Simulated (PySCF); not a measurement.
[Gd(H2O)2]3+ at several levels of theory

Computed with PySCF 2.14.0 (density fitting, no spin-orbit coupling) at the geometry relaxed with BP86:

```xyz
7
[Gd(H2O)2]3+ (singlet in the valence; each metal's 4f electrons, 7 of them, lie in its core potential, out of spins and levels)
Gd    1.0927   -0.0754    0.0030
O    -0.1714    0.0629    1.8526
H     0.0867    0.4384    2.7506
H    -1.1122   -0.2566    2.0119
O    -0.1677   -0.0374   -1.8541
H     0.0791   -0.3568   -2.7767
H    -1.0991    0.3192   -1.9874
```

```json
{"level": "BP86", "basis": "Gd lcecp-1-SVP with ECP53, O def2-SVP, H def2-SVP", "state": "singlet", "HOMO (eV)": "-24.75", "gap (eV)": "5.21", "charge on Gd1 (e)": "2.14", "population of f-type functions on Gd1 (polarisation alone where 4f lies in the core)": "0.03", "dipole about the centre of mass (D)": "3.40", "largest force component (eV/Å)": "0.01"}
{"level": "B3LYP", "basis": "the same", "state": "singlet", "HOMO (eV)": "-26.08", "gap (eV)": "7.19", "charge on Gd1 (e)": "2.21", "population of f-type functions on Gd1 (polarisation alone where 4f lies in the core)": "0.03", "dipole about the centre of mass (D)": "3.15", "largest force component (eV/Å)": "0.41"}
{"level": "revPBE", "basis": "the same", "state": "singlet", "HOMO (eV)": "-24.59", "gap (eV)": "5.12", "charge on Gd1 (e)": "2.14", "population of f-type functions on Gd1 (polarisation alone where 4f lies in the core)": "0.03", "dipole about the centre of mass (D)": "3.37", "largest force component (eV/Å)": "0.20"}
{"level": "TPSS", "basis": "the same", "state": "singlet", "HOMO (eV)": "-24.70", "gap (eV)": "5.41", "charge on Gd1 (e)": "2.18", "population of f-type functions on Gd1 (polarisation alone where 4f lies in the core)": "0.03", "dipole about the centre of mass (D)": "3.30", "largest force component (eV/Å)": "0.16"}
{"level": "BP86", "basis": "Gd lcecp-1-TZVP with ECP53, O def2-TZVP, H def2-TZVP", "state": "singlet", "HOMO (eV)": "-24.77", "gap (eV)": "5.27", "charge on Gd1 (e)": "2.34", "population of f-type functions on Gd1 (polarisation alone where 4f lies in the core)": "0.04", "dipole about the centre of mass (D)": "3.38", "largest force component (eV/Å)": "0.27"}
{"level": "PBE0", "basis": "Gd def2-SVP with ECP28, O def2-SVP, H def2-SVP", "state": "octet", "HOMO (eV)": "-26.44", "gap (eV)": "6.72", "charge on Gd1 (e)": "2.28", "population of f-type functions on Gd1 (polarisation alone where 4f lies in the core)": "7.04", "dipole about the centre of mass (D)": "3.34", "largest force component (eV/Å)": "0.69"}
```

In the lcecp rows the 4f levels are missing from HOMO and gap, and the state counts the valence alone.

HOMO and gap are taken over both spins. Charges are Mulliken's, which hang on the basis. The relaxation used the grid (50, 194), these runs (75, 302) or, all-electron (x2c bases, spin-free X2C Hamiltonian), (99, 590).

Q: What does HF with Gd lcecp-1-SVP with ECP53, O def2-SVP, H def2-SVP give here?

A: state singlet, HOMO (eV) -30.97, gap (eV) 15.88, charge on Gd1 (e) 2.46, population of f-type functions on Gd1 (polarisation alone where 4f lies in the core) 0.03, dipole about the centre of mass (D) 2.45, largest force component (eV/Å) 1.81. Time: 1.1 s on 2 threads of Intel(R) Xeon(R) 6975P-C (Granite Rapids) (shared host), from an already converged density.

In the first row's basis the gap widens with exact exchange: 5.1 to 5.4 eV for revPBE, BP86, TPSS (none); 7.2 eV for B3LYP (a fixed share); 15.9 eV for Hartree–Fock (rising or full at long range).

An lcecp potential fixes the number of 4f electrons, so in runs with it no electron can move into or out of that shell.

Rows with open f shells in the valence may stand above their lowest state, and their gaps can end on f levels.
